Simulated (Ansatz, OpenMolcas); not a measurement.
## Worked example: the enthalpy of formation of CH2Br2 (dibromomethane)

The species is CH2Br2 (5 atoms), meant as a singlet with charge 0. As SMILES, `BrCBr`. The coordinates come from a PBE0-D4/def2-TZVP relaxation.

Total energies at revPBE/def2-SVPD (OpenMolcas 26.06); the atoms run unrestricted:

```
species    state   energy (Eh)
 CH2Br2  singlet  -5186.517944
     Br  doublet  -2573.581722
      C  triplet    -37.801944
      H  doublet     -0.503193
```

Harmonic wavenumbers at PBE0-D4/def2-TZVP, in cm⁻¹: 172, 600, 670, 820, 1123, 1219, 1434, 3147, 3234.

Measured heats of formation of the gaseous atoms at 298.15 K, in kJ/mol: Br 111.9, C 716.9, H 218.0. Spin-orbit lowering of the atoms at 298 K (mean of the ground term's levels less their thermal mean, from spectra), in kJ/mol: Br 14.69, C 0.02. Take 1 Eh = 2625.50 kJ/mol, 1 cm⁻¹ = 0.0119627 kJ/mol, RT = 2.479 kJ/mol.

**Question.** What heat of formation follows?

**Answer.** 
1. Electronic atomisation energy: 2 × (-2573.581722) + (-37.801944) + 2 × (-0.503193) − (-5186.517944) = 0.546170 Eh = 1434.0 kJ/mol.
2. Zero-point energy: half the sum of the wavenumbers, 6209.5 cm⁻¹ = 74.3 kJ/mol.
3. Thermal vibrational enthalpy, Σ hcν̃/(exp(hcν̃/kT) − 1): 2.6 kJ/mol. Translation, rotation and pV of a non-linear molecule: 4 RT = 9.9 kJ/mol.
4. The 5 free atoms carry 5/2 RT each: 31.0 kJ/mol.
5. Spin-orbit coupling lowers the free atoms by 2 × 14.69 + 0.02 = 29.4 kJ/mol.
6. Atomisation enthalpy at 298 K: 1434.0 − 29.4 − 74.3 − 2.6 − 9.9 + 31.0 = 1348.8 kJ/mol.
7. Sum of the atoms' heats of formation: 1376.7 kJ/mol. Heat of formation: 1376.7 − 1348.8 = +27.9 kJ/mol.

The tabulated value is +3.1 kJ/mol (Active Thermochemical Tables), so this level is off by +24.8 kJ/mol, or 1.8 % of the atomisation enthalpy. Relativity is left out. Anharmonicity and any spin-orbit splitting of the molecule are left out.
